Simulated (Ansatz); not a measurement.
Coupled-cluster diagnostics for the cluster Si2Ge (the lowest singlet isomer of a short search), Ansatz.

Geometry of the singlet (PBE0-D4/def2-TZVP):

```xyz
3

Si    0.8812    0.2765   -0.6268
Si   -0.3253   -1.4763   -0.1908
Ge   -0.5559    1.1997    0.8176
```

Correlated methods freeze 19 core orbitals; core or outer-core shells of Ge are correlated, in sets that lack core-valence functions. The structure comes from a short search, and lower isomers may exist.

Geometry of the charge 0 triplet (PBE0-D4/def2-TZVP):

| atom | x (Å) | y (Å) | z (Å) |
| --- | --- | --- | --- |
| Si1 | -0.1532 | 0.9997 | 0.8534 |
| Si2 | -0.1280 | -1.2218 | 0.4919 |
| Ge3 | 0.2813 | 0.2221 | -1.3452 |

Geometry of the charge 0 quintet (PBE0-D4/def2-TZVP):

```xyz
3

Si    0.4073   -1.2059   -0.1481
Si    0.9493    1.0086   -0.3517
Ge   -1.3566    0.1973    0.4998
```

Question: Estimate the CCSD(T) correlation energy, the shares of MP2 and (T), T1 and the reference's ⟨S²⟩ for: charge 0, singlet, own geometry in def2-TZVPP; charge 0, singlet, own geometry in def2-TZVPD; charge 0, triplet, own geometry in def2-TZVPP; charge 0, quintet, own geometry in def2-TZVPP; charge 1, doublet, vertical in def2-TZVPP; charge -1, doublet, vertical in def2-TZVPD; and the rough time on 4 threads of Arm Neoverse V2 on a shared host.

Answer: 
```
                          state       basis  correlation (eV)  MP2 share (%)  (T) share (%)     T1  ⟨S²⟩ (pure)  wall time                            remarks
charge 0, singlet, own geometry  def2-TZVPP           -13.171           90.8            6.9  0.024  0.00 (0.00)      4.2 s  large T1, restricted SCF unstable
charge 0, singlet, own geometry  def2-TZVPD           -13.153           90.8            7.0  0.025  0.00 (0.00)        5 s  large T1, restricted SCF unstable
charge 0, triplet, own geometry  def2-TZVPP           -12.715           90.4            6.6  0.026  2.03 (2.00)      9.5 s                                  –
charge 0, quintet, own geometry  def2-TZVPP           -11.790           87.3            6.2  0.044  6.46 (6.00)      9.5 s                  spin-contaminated
    charge 1, doublet, vertical  def2-TZVPP           -11.956           83.7            7.2  0.101  1.57 (0.75)       27 s        large T1, spin-contaminated
   charge -1, doublet, vertical  def2-TZVPD           -13.444           89.4            6.8  0.043  1.02 (0.75)       14 s                  spin-contaminated
```
Customary marks for T1 are 0.02 (closed shells), 0.045 (open shells) and about 0.05 (3d metals). T1 exceeds 0.02 in 6 of 6 rows and 0.045 in 1; the higher it lies, the less the single-reference result can be trusted.
